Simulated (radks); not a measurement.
Species: Dy2+. Configuration: [Xe] 4f8 5d1 6p1 (not the ground configuration).

Method: Dirac Kohn-Sham, PBE, spin-unpolarised, spherical densities, finite nucleus; open shells fill j = l - 1/2 first; Fermi nuclear charge, rms radius 5.2218 fm; computed with a radial shooting solver on a logarithmic mesh with Libxc functionals.

Energy parts (eV):
| part | energy |
|---|---|
| total | -331047.99 |
| kinetic | 363094.13 |
| electron-nucleus | -814279.17 |
| Hartree | 127297.66 |
| exchange-correlation | -7160.61 |

Orbitals (lengths in bohr, moments of r in powers of bohr; r(max) is where P^2 peaks):
[
 {"orbital": "1s1/2", "occ.": "2", "eigenvalue (eV)": "-53622.04", "r(max)": "0.01337", "small-component weight": "6.07e-02"},
 {"orbital": "2s1/2", "occ.": "2", "eigenvalue (eV)": "-8952.165", "r(max)": "0.07621", "small-component weight": "1.35e-02"},
 {"orbital": "2p1/2", "occ.": "2", "eigenvalue (eV)": "-8516.062", "r(max)": "0.05740", "small-component weight": "1.35e-02"},
 {"orbital": "2p3/2", "occ.": "4", "eigenvalue (eV)": "-7715.983", "r(max)": "0.06343", "small-component weight": "1.25e-02"},
 {"orbital": "3s1/2", "occ.": "2", "eigenvalue (eV)": "-2019.720", "r(max)": "0.2157", "small-component weight": "4.31e-03"},
 {"orbital": "3p1/2", "occ.": "2", "eigenvalue (eV)": "-1829.341", "r(max)": "0.2031", "small-component weight": "4.25e-03"},
 {"orbital": "3p3/2", "occ.": "4", "eigenvalue (eV)": "-1663.240", "r(max)": "0.2157", "small-component weight": "3.96e-03"},
 {"orbital": "3d3/2", "occ.": "4", "eigenvalue (eV)": "-1335.747", "r(max)": "0.1709", "small-component weight": "3.84e-03"},
 {"orbital": "3d5/2", "occ.": "6", "eigenvalue (eV)": "-1299.494", "r(max)": "0.1744", "small-component weight": "3.75e-03"},
 {"orbital": "4s1/2", "occ.": "2", "eigenvalue (eV)": "-426.2883", "r(max)": "0.4941", "small-component weight": "1.38e-03"},
 {"orbital": "4p1/2", "occ.": "2", "eigenvalue (eV)": "-351.0641", "r(max)": "0.4972", "small-component weight": "1.31e-03"},
 {"orbital": "4p3/2", "occ.": "4", "eigenvalue (eV)": "-313.6472", "r(max)": "0.5239", "small-component weight": "1.20e-03"},
 {"orbital": "4d3/2", "occ.": "4", "eigenvalue (eV)": "-189.5855", "r(max)": "0.5284", "small-component weight": "1.03e-03"},
 {"orbital": "4d5/2", "occ.": "6", "eigenvalue (eV)": "-182.7553", "r(max)": "0.5370", "small-component weight": "1.00e-03"},
 {"orbital": "4f5/2", "occ.": "6", "eigenvalue (eV)": "-34.3793", "r(max)": "0.5265", "small-component weight": "6.36e-04"},
 {"orbital": "4f7/2", "occ.": "2", "eigenvalue (eV)": "-33.3755", "r(max)": "0.5312", "small-component weight": "6.24e-04"},
 {"orbital": "5s1/2", "occ.": "2", "eigenvalue (eV)": "-74.3879", "r(max)": "1.137", "small-component weight": "3.06e-04"},
 {"orbital": "5p1/2", "occ.": "2", "eigenvalue (eV)": "-52.9672", "r(max)": "1.229", "small-component weight": "2.49e-04"},
 {"orbital": "5p3/2", "occ.": "4", "eigenvalue (eV)": "-47.5236", "r(max)": "1.304", "small-component weight": "2.22e-04"},
 {"orbital": "5d3/2", "occ.": "1", "eigenvalue (eV)": "-19.7005", "r(max)": "1.687", "small-component weight": "1.12e-04"},
 {"orbital": "5d5/2", "occ.": "0", "eigenvalue (eV)": "-19.1906", "r(max)": "1.721", "small-component weight": "1.07e-04"},
 {"orbital": "6p1/2", "occ.": "1", "eigenvalue (eV)": "-13.3523", "r(max)": "3.339", "small-component weight": "4.04e-05"},
 {"orbital": "6p3/2", "occ.": "0", "eigenvalue (eV)": "-12.6265", "r(max)": "3.520", "small-component weight": "3.73e-05"}
]

The highest occupied level is 6p1/2 at -13.352 eV. The configuration is held as typed, so some empty levels lie below it. The density falls to 0.001 e/bohr^3 at r = 4.48 bohr.
